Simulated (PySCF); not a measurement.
C₃H₂F₃, SMILES C(/F)=C\[C](F)F, multiplicity 2. Geometry optimised at PBE0-D3(BJ)/def2-SVP. The isomer is the one that the SMILES or the coordinates give; other isomers of the formula were not compared. Other conformers were not sampled.

The numbers are results of PBE0-D3(BJ)/def2-SVP (PySCF), not measurements.

Harmonic wavenumbers (cm⁻¹): 163, 177, 212, 381, 398, 486, 602, 618, 859, 942, 1172, 1188, 1274, 1406, 1528, 1645, 3239, 3251. Rotational constants (GHz): 9.881, 1.786, 1.513; symmetry number 1.

Work out the zero-point energy and the ideal-gas rigid-rotor harmonic-oscillator thermochemistry at 298.15 K and 1 atm.

ZPE = ½ Σ hcν = ½ × 19540 cm⁻¹ = 116.88 kJ/mol. H − E(el) = 134.98 kJ/mol. Entropy in J/(mol K): translation 165.55, rotation 112.51, vibration 45.65, spin 5.76, total 329.46. G − E(el) = 36.75 kJ/mol. Cp = 90.52 J/(mol K).
